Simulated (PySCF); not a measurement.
Gas-phase equilibrium of 1 mol HCl, 15 mol O2 at 800 K and 10.0 bar, among 14 species (ClO, O2, HCl, O, HO2, H2O, H, HOCl, H2O2, O3, H2, Cl, Cl2, OH). Only gases are allowed; each row takes one source of thermochemistry for all species, and Cantera finds the minimum.

Method: PySCF energies plus ideal-gas RRHO corrections (1 bar). 'Table' is the NASA 1993 thermochemical table (part measured, part estimated). † marks an energy on the PBE0/def2-TZVP geometry and frequencies; other levels use their own. 6-31G* has spherical d functions here. Open shells (unrestricted) among the columns below: ClO (multiplicity 2, electronic degeneracy 4), O2 (multiplicity 3), Cl (multiplicity 2, electronic degeneracy 6); the rest are closed-shell singlets. Spin-orbit splitting is ignored; it lowers the true energy and changes the entropy of ClO, Cl. B3LYP is the form with VWN-RPA correlation. The harmonic model lacks anharmonicity and excited electronic states, which grow with temperature; levels with a mode under 35 cm⁻¹ are left out. The table's entry may be an old estimate for ClO, HOCl (not checked at source).

Molecules larger than those listed are left out.

Mole fractions:

| thermochemistry | x O2 | x HCl | x H2O | x Cl2 | x HOCl | x Cl | x ClO |
|---|---|---|---|---|---|---|---|
| table | 0.94 | 0.011 | 0.026 | 0.026 | 3.3e-6 | 4.8e-7 | 1.8e-7 |
| B3LYP/6-31G* | 0.94 | 0.058 | 0.0025 | 0.0025 | 6.4e-7 | 3.7e-6 | 1.7e-8 |
| M06-2X/def2-TZVP† | 0.94 | 0.014 | 0.024 | 0.024 | 4.7e-6 | 4.2e-7 | 4.5e-8 |
| PBE0/def2-SVP† | 0.94 | 0.058 | 0.0024 | 0.0024 | 1.3e-7 | 9.9e-7 | 1.2e-9 |
| PBE0/def2-TZVP | 0.94 | 0.031 | 0.016 | 0.016 | 1.5e-6 | 3.4e-7 | 9.7e-8 |
| LDA/def2-TZVP† | 0.94 | 0.0067 | 0.028 | 0.028 | 3.1e-5 | 2.8e-10 | 1.3e-7 |
| ωB97X-V/def2-TZVP† | 0.94 | 0.038 | 0.013 | 0.013 | 1.6e-6 | 4.2e-7 | 5.4e-8 |
The most sensitive of these is Cl: it spans a factor of 10^4.1 over these rows; at this temperature one factor of ten is RT ln 10 = 15 kJ/mol.
